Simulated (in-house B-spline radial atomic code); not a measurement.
A fraction x of an electron is removed from 4d in Pd5+, starting from [Kr] 4d5 and keeping the highest spin. All numbers are computed (scalar-relativistic (X2C) RPBE, spin-polarised, spherical fractional occupations; Fermi nucleus of rms radius 4.5318 fm) with a B-spline radial code for spherical atoms, not measured.

```csv
x,E(x) - E(0) (eV),4d up level (eV)
0,0.0000,-75.897
0.25,19.5126,-80.214
0.32,25.1702,-81.432
0.44,35.0679,-83.532
0.5,40.1114,-84.586
0.58,46.9347,-85.997
0.65,52.9978,-87.236
0.77,63.5940,-89.369
0.92,77.2005,-92.053
1,84.6223,-93.493
```

The exact functional would give a straight line between the two integer points. Deviations E(x) - E(0) - x[E(1) - E(0)], in eV: -1.643 at x = 0.25, -1.909 at x = 0.32, -2.166 at x = 0.44, -2.2 at x = 0.5, -2.146 at x = 0.58, -2.007 at x = 0.65, -1.565 at x = 0.77, -0.652 at x = 0.92.

The curve lies below the straight line by up to 2.2 eV (at x = 0.5): convex, the delocalisation error that favours fractional charges.

(1) How well does Slater's transition state (minus the level at half occupation) give the ionisation energy?

## Answers

(1) It gives 84.586 eV against 84.622 eV from the two total energies; NIST lists 84.10 eV, ground level to ground level.
